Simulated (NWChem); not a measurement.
# SeCl₂; SMILES Cl[Se]Cl

```xyz
3

Se     0.0000     0.0000     0.6874
Cl    -1.7111     0.0000    -0.6870
Cl     1.7111     0.0000    -0.6870
```
Atoms are numbered in this order, from 1.

Results from NWChem. Structure relaxed at the B3LYP/6-31G* (spherical d) level. Vzz is the largest principal value of the second derivative of the potential at the nucleus (NWChem prints the opposite sign); η is the asymmetry. Non-relativistic.

Problem. What does the run give for PBE0/cc-pVTZ? Quantities: Vzz Se1 (a.u.); η Se1; Vzz Cl3 (a.u.); η Cl3.

Solution. 
```
Property         Value
--------------  ------
Vzz Se1 (a.u.)  -9.721
η Se1             0.23
Vzz Cl3 (a.u.)   3.818
η Cl3             0.22
```
